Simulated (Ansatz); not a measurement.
Program: Ansatz. Geometries: PBE0-D4/def2-TZVP. ΔE: electronic, gas phase. CCSD(T)/CBS adds triple-zeta CCSD(T) − MP2 to the extrapolated MP2 energy (def2 sets, frozen cores). DFT in def2-TZVPP. For Br outer-core shells are correlated without core-valence functions, which leaves a few kJ/mol of doubt a bond. Scalar relativity is left out up to krypton. Each species was taken in one conformer, which may not be the lowest.

`[SiH3][AlH][Br]` + disiloxane → `[SiH3][O][AlH][Br]` + disilane  (redistribution)

```json
{"level": "r2SCAN", "ΔE (kJ/mol)": "-61.4"}
{"level": "r2SCAN0", "ΔE (kJ/mol)": "-59.2"}
{"level": "CCSD(T)/def2-SVP", "ΔE (kJ/mol)": "-67.9"}
{"level": "HF/CBS(def2)", "ΔE (kJ/mol)": "-48.4"}
```

(1) What does CCSD(T)/CBS give? (An estimate is asked.)

Largest T1 diagnostic among the species: 0.013.

Answers

(1) Computed: -56.7 kJ/mol. The listed levels differ from it by -4.7, -2.5, -11.2, 8.3 kJ/mol.

From BLYP to BHLYP (50 % exact exchange), in def2-TZVPP and without D4, ΔE moves by +3.6 kJ/mol. At CCSD(T), def2-SVP lies −11.2 kJ/mol from the extrapolated value and def2-TZVPP −1.2 kJ/mol. Leaving LDA and LC-ωPBE aside and taking each functional with its dispersion term where it has one, the values, not all of them listed here, spread over 6.8 kJ/mol, from B97M-V to BHLYP-D4.
